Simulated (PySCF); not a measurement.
CH₅ClFNSi₂, SMILES [Si@@H]1(Cl)NC[Si@H]1F.

The structure is a stationary point at B3LYP-D3(BJ)/def2-SVP. The structure was generated by enumeration; whether it is a known compound was not checked.

Computed with PBE0/def2-TZVP (PySCF).

The molecule is in vacuum.

Q: Estimate the frontier levels, gap, dipole moment and polarisability. (An estimate is asked for; the answer gives what the named calculation found.)

A: 
- highest occupied level: -7.41 eV
- lowest empty level: -0.80 eV
- orbital gap: 6.61 eV
- dipole moment: 1.97 D
- quadrupole, principal values (traceless, Buckingham form, about the centre of nuclear charge): -11.47, 3.95, 7.53 D·Å
- mean static polarisability: 79.6 bohr³ (11.80 Å³)
- polarisability, principal values: 69.4, 75.6, 93.9 bohr³
